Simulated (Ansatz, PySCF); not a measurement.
Mg(Br)(OSiH3) (BrH3MgOSi), SMILES [SiH3][O][Mg][Br]. Atoms are numbered in the order given.

```xyz
7

Mg     0.1439     0.0826     0.0000
Br     0.3961     2.4125     0.0000
O     -0.0487    -1.6979     0.0000
Si    -0.2248    -3.3294     0.0000
H     -0.9774    -3.7930     1.2099
H      1.1060    -4.0179     0.0000
H     -0.9774    -3.7930    -1.2099
```
Charge 0, spin multiplicity 1.

Geometry optimised at r2SCAN-D4/def2-SVP. The structure was generated by enumeration; whether it is a known compound was not checked. Other conformers were not sampled.

Two levels are set side by side: PBE-D3(BJ)/def2-SVP (Ansatz, a first-principles code) and r2SCAN-D4/def2-SVP (Ansatz). Each level has its own optimised geometry; the coordinates shown are those of the second. Frequencies come from the Hessian of PySCF at each geometry. Differences are taken from unrounded values.

```json
[
 {"quantity": "mean bond length (Å)", "r2SCAN-D4": "1.712"},
 {"quantity": "bond Mg1–Br2 (Å)", "r2SCAN-D4": "2.343"},
 {"quantity": "bond Mg1–O3 (Å)", "r2SCAN-D4": "1.791"},
 {"quantity": "bond O3–Si4 (Å)", "r2SCAN-D4": "1.641"},
 {"quantity": "bond Si4–H5 (Å)", "r2SCAN-D4": "1.498"},
 {"quantity": "bond Si4–H6 (Å)", "r2SCAN-D4": "1.498"},
 {"quantity": "bond Si4–H7 (Å)", "r2SCAN-D4": "1.498"},
 {"quantity": "highest harmonic wavenumber (cm⁻¹)", "r2SCAN-D4": "2201"},
 {"quantity": "mean harmonic wavenumber (cm⁻¹)", "r2SCAN-D4": "888"},
 {"quantity": "zero-point energy (kcal/mol)", "r2SCAN-D4": "19.04"}
]
```

Q: What does PBE-D3(BJ) give, and how far is it from r2SCAN-D4? (Estimate from the structure and the level; the computed values follow.)

A: 
```csv
quantity,PBE-D3(BJ),PBE-D3(BJ) minus r2SCAN-D4
mean bond length (Å),1.723,0.011
bond Mg1–Br2 (Å),2.351,0.008
bond Mg1–O3 (Å),1.801,0.010
bond O3–Si4 (Å),1.655,0.014
bond Si4–H5 (Å),1.510,0.011
bond Si4–H6 (Å),1.510,0.011
bond Si4–H7 (Å),1.510,0.011
highest harmonic wavenumber (cm⁻¹),2138,-63
mean harmonic wavenumber (cm⁻¹),858,-30
zero-point energy (kcal/mol),18.40,-0.63
```
